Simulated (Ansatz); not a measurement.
Mulliken charges of C3H5FGe, SMILES `[F][GeH2][C]1=CC1` from r2SCAN/def2-TZVPP in Ansatz (PBE0-D4/def2-TZVP geometry).

| atom | x (Å) | y (Å) | z (Å) | charge (e) |
| --- | --- | --- | --- | --- |
| F1 | -1.336 | 0.761 | 2.360 | -0.386 |
| Ge2 | 0.060 | 1.015 | 1.350 | 0.562 |
| C3 | -0.093 | -0.170 | -0.128 | -0.074 |
| C4 | -0.727 | -1.093 | -0.776 | -0.220 |
| C5 | 0.538 | -0.664 | -1.419 | -0.092 |
| H6 | 0.015 | 2.483 | 0.908 | -0.019 |
| H7 | 1.286 | 0.691 | 2.214 | -0.019 |
| H8 | -1.583 | -1.743 | -0.835 | 0.146 |
| H9 | 1.417 | -1.306 | -1.368 | 0.051 |
| H10 | 0.508 | -0.025 | -2.302 | 0.051 |

Question: By hand: the dipole of these point charges (1 e Å = 4.8032 D).

Answer: Σ q r = (0.509, 0.208, -0.210) e Å, of length 0.589 e Å = 2.83 D.

Question: How does the dipole of the full density compare? (Estimate.)

Answer: Ansatz gave: (0.246, -0.029, -0.279) e Å, 1.79 D; the point charges give 1.58 times that, at 36° from its direction.

Point charges leave out the atoms' own dipoles, such as those of lone pairs, and Mulliken's split depends on the basis, so the two needn't agree.
